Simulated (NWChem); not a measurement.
Molecule: TaNH₃O₂F; SMILES [NH]=[Ta]([OH])([OH])[F]

```xyz
8

Ta     0.0049    -0.0111     0.0000
N      1.7593     0.1849     0.0000
H      2.7686     0.2557     0.0000
F     -0.4050    -1.8642     0.0000
O     -0.6988     0.8384     1.5523
H     -0.3063     1.3099     2.2913
O     -0.6988     0.8384    -1.5523
H     -0.3063     1.3099    -2.2913
```
Atoms are numbered in this order, from 1.

Results from NWChem. The geometry was optimised at PBE0/def2-SVP. No frequency run checked for a minimum. def2 effective core potentials on Ta; no spin-orbit coupling. Level M06-2X/def2-SVP: energy and gradient on several grids; changes count from the extra-fine grid, which is no exact limit either.

```tsv
grid	size of the energy change (μHa)	largest change of a gradient component (μHa/bohr)	time, medium = 1 (rough)
xcoarse	2000	4000	about 1
coarse	500	800	about 1
medium	30	200	about 1
fine	< 10	70	about 1
xfine	< 10	< 30	5
```
